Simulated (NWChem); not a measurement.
CH₅GeNO, singlet; SMILES C[O][Ge][NH2]

```xyz
9

Ge     0.3768    -0.7053     0.0000
O      0.7004     1.0899     0.0000
C     -0.2716     2.1053     0.0000
H     -0.9332     2.0701     0.8998
H      0.2336     3.0956     0.0000
H     -0.9332     2.0701    -0.8998
N     -1.4721    -0.6643     0.0000
H     -2.0767     0.1628     0.0000
H     -2.0188    -1.5297     0.0000
```
Atoms are numbered in this order, from 1.

Computed with NWChem. Medium grid unless said otherwise, to which SCAN and Minnesota functionals are sensitive. Low-valent species are run as closed-shell singlets; no triplet was tried in these runs. Geometry: optimised at PBE-D3(BJ)/def2-SVP. Hybrids' shares of exact exchange are those that their runs print; pure functionals count as 0. The functionals differ in more than this share.

| row | share of exact exchange | orbital gap (eV) |
|---|---|---|
| PBE/def2-SVP | 0.00 | 4.20 |
| LDA (Slater exchange, PW92)/def2-SVP | 0.00 | 4.18 |
| B3LYP/def2-SVP | 0.20 | withheld |
| r2SCAN0/def2-SVP | 0.25 | 6.51 |
| PW6B95/def2-SVP | 0.28 | 6.46 |

Task: Fit a straight line of the last column on the one before it, predict the withheld value, and compare with the run.

Result: 
1. Means of the 4 shown rows: x = 0.133, y = 5.337. Slope Σ(x − x̄)(y − ȳ)/Σ(x − x̄)² = 0.6074/0.07068 = 8.595; intercept 4.199.
2. The shown rows scatter about the line by 0.109 (root mean square); the largest residual is +0.16, at r2SCAN0/def2-SVP.
3. At x = 0.20 (B3LYP/def2-SVP; inside the shown range) the line gives 5.92.
4. The run gives 5.89, -0.03 from the line, 0.3 times the scatter.
